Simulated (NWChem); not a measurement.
System: C$_{2}$H$_{7}$OS cation; SMILES CS(C)=[OH+]

Input file for NWChem:

```
start job
memory heap 200 mb stack 900 mb global 1100 mb
charge 1
geometry units angstroms
  C      1.410003    -0.785888    -0.175645
  S     -0.019419     0.083474     0.488156
  C     -1.329254    -0.893745    -0.266245
  O     -0.036041     1.340614    -0.507018
  H      2.312745    -0.261241     0.126722
  H      1.432151    -1.790329     0.237288
  H      1.352466    -0.821388    -1.259780
  H     -1.197706    -0.921799    -1.344127
  H     -2.288388    -0.442408    -0.025460
  H     -1.299637    -1.897892     0.146935
  H     -0.083422     2.214162    -0.097304
end
basis spherical
  * library def2-svp
end
dft
  xc pbe0
  iterations 150
end
driver
  maxiter 120
end
task dft optimize
task dft freq
```

Output (shortened):

```
             Northwest Computational Chemistry Package (NWChem) 7.3.0
             --------------------------------------------------------

 CS  symmetry detected

                             Geometry "geometry" -> ""
                             -------------------------

 Output coordinates in angstroms (scale by  1.889725989 to convert to a.u.)

  No.       Tag          Charge          X              Y              Z
 ---- ---------------- ---------- -------------- -------------- --------------
    1 C                    6.0000    -0.77570964    -0.26337184    -1.37143811
    2 S                   16.0000     0.08427043     0.52358373     0.00000000
    3 C                    6.0000    -0.77570964    -0.26337184     1.37143811
    4 O                    8.0000     1.42263381    -0.35949720     0.00000000
    5 H                    1.0000    -0.31236610     0.04967365    -2.30360612
    6 H                    1.0000    -1.81227372     0.06132319    -1.36769868
    7 H                    1.0000    -0.71508339    -1.34378057    -1.27677070
    8 H                    1.0000    -0.71508339    -1.34378057     1.27677070
    9 H                    1.0000    -0.31236610     0.04967365     2.30360612
   10 H                    1.0000    -1.81227372     0.06132319     1.36769868
   11 H                    1.0000     2.25856478     0.12466750     0.00000000

 Effective nuclear repulsion energy (a.u.)     192.7040243688

      Symmetry information
      --------------------

 Group name             Cs
 Group number              2
 Group order               2
 No. of unique centers     7

                                Z-matrix (autoz)
                                --------

 Units are Angstrom for bonds and degrees for angles

      Type          Name      I     J     K     L     M      Value
      ----------- --------  ----- ----- ----- ----- ----- ----------
    1 Stretch                  1     2                       1.79992
    2 Stretch                  1     5                       1.08702
    3 Stretch                  1     6                       1.08623
    4 Stretch                  1     7                       1.08624
    5 Stretch                  2     3                       1.79992
    6 Stretch                  2     4                       1.60345
    7 Stretch                  3     8                       1.08624
    8 Stretch                  3     9                       1.08702
    9 Stretch                  3    10                       1.08623
   10 Stretch                  4    11                       0.96602
   11 Bend                     1     2     3                99.27184
   12 Bend                     1     2     4                99.09123
   13 Bend                     2     1     5               108.89471
   14 Bend                     2     1     6               108.82176
   15 Bend                     2     1     7               109.98648
   16 Bend                     2     3     8               109.98648
   17 Bend                     2     3     9               108.89471
   18 Bend                     2     3    10               108.82176
   19 Bend                     2     4    11               116.50322
   20 Bend                     3     2     4                99.09123
   21 Bend                     5     1     6               108.88240
   22 Bend                     5     1     7               109.71752
   23 Bend                     6     1     7               110.50404
   24 Bend                     8     3     9               109.71752
   25 Bend                     8     3    10               110.50404
   26 Bend                     9     3    10               108.88240
   27 Torsion                  1     2     3     8          55.17416
   28 Torsion                  1     2     3     9         175.43500
   29 Torsion                  1     2     3    10         -66.00705
   30 Torsion                  1     2     4    11         129.49881
   31 Torsion                  3     2     1     5        -175.43500
   32 Torsion                  3     2     1     6          66.00705
   33 Torsion                  3     2     1     7         -55.17416
   34 Torsion                  3     2     4    11        -129.49881
   35 Torsion                  4     2     1     5         -74.58383
   36 Torsion                  4     2     1     6         166.85822
   37 Torsion                  4     2     1     7          45.67700
   38 Torsion                  4     2     3     8         -45.67700
   39 Torsion                  4     2     3     9          74.58383
   40 Torsion                  4     2     3    10        -166.85822

                           NWChem Geometry Optimization
                           ----------------------------

 maximum gradient threshold         (gmax) =   0.000450
 rms gradient threshold             (grms) =   0.000300
 maximum cartesian step threshold   (xmax) =   0.001800
 rms cartesian step threshold       (xrms) =   0.001200
 fixed trust radius                (trust) =   0.300000
 source of zmatrix                         =   autoz

          -------------------
          Energy Minimization
          -------------------

 Using diagonal initial Hessian
 Scaling for Hessian diagonals: bonds = 1.00  angles = 0.25  torsions = 0.10

          --------
          Step   0

                                 NWChem DFT Module
                                 -----------------

[...]

      ----------------------
      Optimization converged
      ----------------------

  Step       Energy      Delta E   Gmax     Grms     Xrms     Xmax
  ---- ---------------- -------- -------- -------- -------- --------
@    9    -552.98434637 -2.9D-07  0.00004  0.00001  0.00067  0.00153
                                     ok       ok       ok       ok

                                Z-matrix (autoz)
                                --------

 Units are Angstrom for bonds and degrees for angles

[...]

 Rotational Constants
 --------------------
 A=   0.225070 cm-1  (  0.323819 K)
 B=   0.212111 cm-1  (  0.305174 K)
 C=   0.134977 cm-1  (  0.194197 K)

 Temperature                      =   298.15K
 frequency scaling parameter      =   1.0000

 Zero-Point correction to Energy  =   57.256 kcal/mol  (  0.091243 au)
 Thermal correction to Energy     =   61.116 kcal/mol  (  0.097394 au)
 Thermal correction to Enthalpy   =   61.708 kcal/mol  (  0.098338 au)

 Total Entropy                    =   75.432 cal/mol-K
   - Translational                =   38.999 cal/mol-K (mol. weight =  79.0218)
   - Rotational                   =   25.018 cal/mol-K (symmetry #  =        1)
   - Vibrational                  =   11.415 cal/mol-K

 Cv (constant volume heat capacity) =   20.937 cal/mol-K
   - Translational                  =    2.979 cal/mol-K
   - Rotational                     =    2.979 cal/mol-K
   - Vibrational                    =   14.978 cal/mol-K

[normal modes left out]

 ----------------------------------------------------------------------------
 Normal Eigenvalue ||           Projected Infra Red Intensities
  Mode   [cm**-1]  || [atomic units] [(debye/angs)**2] [(KM/mol)] [arbitrary]
 ------ ---------- || -------------- ----------------- ---------- -----------
    1       -0.000 ||    0.005778           0.133         5.632       2.099
    2       -0.000 ||    0.007296           0.168         7.113       2.651
    3       -0.000 ||    0.004675           0.108         4.557       1.698
    4       -0.000 ||    0.010521           0.243        10.257       3.822
    5        0.000 ||    0.002796           0.065         2.726       1.016
    6        0.000 ||    0.008170           0.188         7.964       2.968
    7      174.816 ||    0.004397           0.101         4.286       1.597
    8      216.869 ||    0.000129           0.003         0.126       0.047
    9      232.048 ||    0.083592           1.929        81.489      30.368
   10      277.658 ||    0.000471           0.011         0.459       0.171
   11      337.459 ||    0.007100           0.164         6.922       2.580
   12      363.020 ||    0.030018           0.693        29.263      10.905
   13      693.045 ||    0.000495           0.011         0.482       0.180
   14      743.461 ||    0.003345           0.077         3.261       1.215
   15      866.495 ||    0.078565           1.813        76.589      28.542
   16      917.024 ||    0.006072           0.140         5.919       2.206
   17      959.042 ||    0.003908           0.090         3.810       1.420
   18      986.624 ||    0.004707           0.109         4.588       1.710
   19     1048.425 ||    0.023385           0.540        22.797       8.496
   20     1189.577 ||    0.098535           2.273        96.057      35.797
   21     1317.721 ||    0.003217           0.074         3.136       1.169
   22     1341.328 ||    0.011203           0.258        10.921       4.070
   23     1402.089 ||    0.020039           0.462        19.535       7.280
   24     1413.653 ||    0.001218           0.028         1.188       0.443
   25     1418.856 ||    0.020857           0.481        20.332       7.577
   26     1433.710 ||    0.049698           1.147        48.448      18.055
   27     3067.901 ||    0.018298           0.422        17.838       6.648
   28     3069.645 ||    0.005955           0.137         5.806       2.164
   29     3199.150 ||    0.003603           0.083         3.512       1.309
   30     3201.553 ||    0.034126           0.787        33.267      12.398
   31     3215.014 ||    0.012840           0.296        12.517       4.665
   32     3215.528 ||    0.022418           0.517        21.854       8.144
   33     3768.608 ||    0.320932           7.404       312.860     116.592
 ----------------------------------------------------------------------------
```

Level: PBE0/def2-SVP.
